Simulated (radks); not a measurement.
Values are calculated unless marked as measured or tabulated.
These are the eigenvalues of the occupied orbitals of an atom or ion with whole-number occupations (eV). Code: a radial shooting solver on a logarithmic mesh with Libxc functionals. Model: non-relativistic Kohn-Sham, LDA (Slater exchange, Perdew-Wang correlation), spin-polarised, spherical densities, point nucleus.

orbital  eigenvalue
1s        -3916.673
2s        -409.4404
2p        -334.2955
3s         -46.4253
3p         -28.0375
4s          -3.8495

Which element is it, and in what charge state? The configuration may be excited. Open shells, if any, are filled with parallel spins first.

Answer. Z = 20, calcium, charge 0: Ca in [Ar] 4s2. The list shows which subshells hold electrons but not how many an open one holds; the 1s level, -143.94 hartree, gives Z - s = 17.0 by -(Z - s)^2/2, which with screening narrows Z to a few neighbours, and the depths of the outer levels then fix element, charge and occupations together.
